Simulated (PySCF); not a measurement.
**Basis-set dependence of RbH at HF**

PySCF, RHF reference; singlet, unpaired electrons none; De to Rb + H without counterpoise correction.

```json
{"basis": "def2-SVP", "relativity": "scalar-relativistic core potentials", "functions": "29", "Re (Å)": "2.482", "ωe (cm⁻¹)": "920", "De (eV)": "0.70", "μ (D)": "-9.70"}
{"basis": "def2-SVPD", "relativity": "scalar-relativistic core potentials", "functions": "35", "Re (Å)": "2.490", "ωe (cm⁻¹)": "915", "De (eV)": "0.72", "μ (D)": "-9.58"}
{"basis": "def2-TZVP", "relativity": "scalar-relativistic core potentials", "functions": "39", "Re (Å)": "2.488", "ωe (cm⁻¹)": "898", "De (eV)": "0.73", "μ (D)": "-9.72"}
{"basis": "x2c-SVPall", "relativity": "spin-free X2C", "functions": "55", "Re (Å)": "2.422", "ωe (cm⁻¹)": "919", "De (eV)": "0.81", "μ (D)": "-9.39"}
```

Q: How does each smaller set differ from the one with most functions, x2c-SVPall?

A: def2-SVP: +6.0 pm, +0.1 % in ωe, -0.11 eV in De; def2-SVPD: +6.8 pm, -0.4 % in ωe, -0.09 eV in De; def2-TZVP: +6.6 pm, -2.3 % in ωe, -0.08 eV in De. All at HF; the set with most functions is neither the basis-set limit nor always the best. The rows treat relativity differently, so the differences are not basis effects alone.

A positive dipole means Rb(−)H(+). Measured (Huber and Herzberg, Constants of Diatomic Molecules (1979)): Re = 2.367 Å, ωe = 936.94 cm⁻¹. Where the molecule has an RHF reference, its open-shell atoms are computed with UHF. Hartree–Fock leaves out correlation, which carries a large part of most bond energies and some tenths to 1 eV of ionisation energies.
